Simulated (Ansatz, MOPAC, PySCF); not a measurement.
Noncovalent pair: boric acid (SMILES OB(O)O) (first 7 atoms) with HF (SMILES F); geometry from B3LYP-D3(BJ)/def2-TZVP, rigid monomers moved along the line of their centres of mass till O1···H9 is 1.55 Å.
(charge 0, multiplicity 1):
```xyz
9

O     -0.02765    -0.57079     1.55988
B      0.28392    -0.24984     0.25821
O      0.70115    -1.27121    -0.55616
O      0.14056     1.06237    -0.07630
H      0.08528    -1.50525     1.76027
H      0.91708    -1.04059    -1.46276
H      0.35373     1.30290    -0.98032
F     -0.82490     0.81223     3.46144
H     -0.52133     0.36091     2.69245
```

Monomers are frozen at their geometry in the pair; levels with a basis set take the counterpoise correction. Rows marked so take none.

Rows in 3-21G carry no dispersion term and start afresh at each structure. The state reached by PM3 isn't checked.

The values were computed with Ansatz (Gaussian orbitals); MOPAC for PM3 (differences of heats of formation); PySCF for 3-21G rows. Each number belongs to the level named beside it.

Q: One of these levels gives -620.7 meV for the interaction energy. Which one is it?
A. HF/aug-cc-pVDZ
B. HF/3-21G (no counterpoise)
C. PM3
D. PBE/def2-TZVPPD

A: B, HF/3-21G (no counterpoise). The others give 121.9 (PM3), -254.4 (HF/aug-cc-pVDZ), -339.6 (PBE/def2-TZVPPD)

Ansatz is an electronic-structure program.
